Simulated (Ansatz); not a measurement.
Computed with Ansatz on PBE0-D4/def2-TZVP structures; ΔE is electronic, products minus reactants. CBS: MP2 limit from def2 TZ/QZ plus the TZ coupled-cluster correction, frozen cores. For Se outer-core shells are correlated without core-valence functions, which leaves a few kJ/mol of doubt a bond. Scalar relativity is left out up to krypton. One conformer a species, not always the lowest.

Reaction (formal exchange of groups at the Se–B bond): `OB(O)[Se]C(F)(F)F` + `c1ccsc1` → `FC(F)(F)[SeH]` + `OB(O)c1cccs1`

| species | MP2/CBS(def2) energy (Eh) |
| --- | --- |
| `OB(O)[Se]C(F)(F)F` | -2914.53816 |
| `c1ccsc1` | -552.30922 |
| `FC(F)(F)[SeH]` | -2738.66998 |
| `OB(O)c1cccs1` | -728.16732 |

(1) Work out ΔE.

Largest T1 diagnostic among the species: 0.013.

Answers

(1) ΔE = (-2738.66998) + (-728.16732) − (-2914.53816) − (-552.30922) = 0.01008 Eh = +0.27 eV. CCSD(T)/CBS gives +0.27 eV.
